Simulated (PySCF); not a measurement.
Work out the structure from these simulated measurements.

Formula: C6H14BP.

- 1H NMR: chemical shifts (computed TMS as zero) by class: 8.18 (2 H), 1.06 (3 H), 1.03 (9 H) ppm [GIAO KT3/pcSseg-1]
- Dipole: 5.20 D [CAM-B3LYP/def2-SVPD]
- Triplet: lowest triplet excitation (Tamm–Dancoff): 4.33 eV [TDA CAM-B3LYP/def2-SVPD]
- 13C NMR: chemical shifts (computed TMS as zero) by class: 129.5 (2 C), 35.8 (1 C), 28.5 (3 C) ppm [GIAO KT3/pcSseg-1]
- UV, strongest line: among the 10 lowest singlet transitions: S6 at 7.43 eV (167 nm, f = 0.128) [TDDFT CAM-B3LYP/def2-SVPD]
- Rotational structure: rotational constants A, B, C: 2.185, 1.544, 1.224 GHz [PBE0-D3(BJ)/def2-SVP]
- NMR, other nuclei: isotropic shieldings of nuclei other than C and H, by class: 148 (1 B), 438 (1 P) ppm [GIAO KT3/pcSseg-1]
- UV, first state: lowest singlet excitation: 5.70 eV (218 nm, f = 0.007) [TDDFT CAM-B3LYP/def2-SVPD]
- Polarisability: 111.0 au [CAM-B3LYP/def2-SVPD]

The electronic properties come from PySCF, for the isolated species, density fitting. Levels stand in brackets. Isolated species at its PBE0-D3(BJ)/def2-SVP geometry, gas phase. NMR classes are plain means over equivalent atoms (diastereotopic ones count apart unless rotation or inversion swaps them), as if these changed places fast.

Question: Propose a structure and show how it fits.

Answer: Numbering: `[BH3-:1][P+:2]1([C:3]([CH3:4])([CH3:5])[CH3:6])[CH:7]=[CH:8]1`. 6 carbons fall into 3 classes; from least to most shielded: alkene CH carbon [C7/C8] (129.5 ppm, 2 C), chain sp3 carbon bound to phosphorus [C3] (35.8 ppm), methyl carbon [C4/C5/C6] (28.5 ppm, 3 C, up to 4.8 ppm apart in this geometry). Hydrogen classes from least to most shielded: 2 H on 2 alkene CH carbons, C7/C8 (8.18 ppm), 3 H on a four-coordinate boron, B1 (1.06 ppm, a mean of values up to 1.3 ppm apart in this geometry), 9 H on 3 methyl carbons, C4/C5/C6 (1.03 ppm, a mean of values up to 1.5 ppm apart in this geometry). The other shieldings belong to: 148 ppm, four-coordinate boron [B1]; 438 ppm, phosphorus bonded to B and 3 C [P2]. The optimised geometry has point group C1 and is an asymmetric top. Structure: `[BH3-][P+]1(C(C)(C)C)C=C1`. Computed isomers that give other values at the same levels: `[BH3-][P@H+]1CCC(C)=C1C` (lowest singlet excitation: 6.37 eV (195 nm, f = 0.321)); `C[C@@H]1CCC[C@@H]1BP` (rotational constant A: 3.215 GHz; this holds for the one conformer computed). The assignments are read from this structure; whether some other isomer fits the data as well wasn't checked.

The values belong to the conformer `[BH3-:1][P+:2]1([C:3]([CH3:4])([CH3:5])[CH3:6])[CH:7]=[CH:8]1`: B1–P2–C3–C4 65°.
